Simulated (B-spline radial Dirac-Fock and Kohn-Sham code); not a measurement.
# How the levels of tantalum move as electrons are removed

Calculated with a B-spline atomic structure program, using ΔSCF Dirac-Fock with Breit, self-energy and vacuum polarisation, finite nucleus, configuration average. Each ion is free and in its tabulated ground configuration. Electron correlation is not included.

Reference: Ta⁴²⁺, [Ar] 3d10 4s2 4p1, with 1s 69475.9 eV, 2s 13718.6 eV, 2p3/2 11913.0 eV, 3s 4644.4 eV, 3p3/2 4120.1 eV, Kα1 (K-L3) 57562.9 eV, Kβ1 (K-M3) 65355.8 eV. Shifts from it, in eV (a dash: the subshell is empty, belongs to an open shell averaged over j, or its hole state is left out as unreliable):

```csv
ion,configuration,1s,2s,2p3/2,3s,3p3/2,Kα1,Kβ1
Ta⁴³⁺,[Ar] 3d10 4s2,+87.6,+79.8,+80.0,+70.7,+70.0,+7.56,+17.56
Ta⁴⁴⁺,[Ar] 3d10 4s1,+174.0,+158.3,+161.2,–,+141.8,+12.79,+32.17
Ta⁴⁵⁺,[Ar] 3d10,+264.2,+239.7,+243.1,+211.6,+214.2,+21.04,+50.01
Ta⁴⁶⁺,[Ar] 3d9,+424.1,+394.2,+398.2,+328.1,+328.8,+25.87,+95.29
Ta⁴⁷⁺,[Ar] 3d8,?,?,?,?,?,?,?
Ta⁴⁸⁺,[Ar] 3d7,+751.1,+709.4,+714.7,+564.7,+561.8,+36.43,+189.32
Ta⁴⁹⁺,[Ar] 3d6,+918.2,+870.2,+876.1,+684.8,+680.1,+42.16,+238.08
Ta⁵⁰⁺,[Ar] 3d5,+1087.8,+1032.9,+1039.6,+806.0,+799.8,+48.21,+288.01
Ta⁵¹⁺,[Ar] 3d4,+1259.8,+1197.8,+1205.2,+928.5,+920.7,+54.59,+339.10
```

Task: Give the missing shifts for Ta⁴⁷⁺.

Result: 1s +586.4, 2s +550.8, 2p3/2 +555.4, 3s +445.8, 3p3/2 +444.6, Kα1 +31.00, Kβ1 +141.73 (eV).

Over this range K (1s) moves by +1259.8 eV and Kα1 by +54.6 eV: a line is a difference of two levels that shift in the same direction.
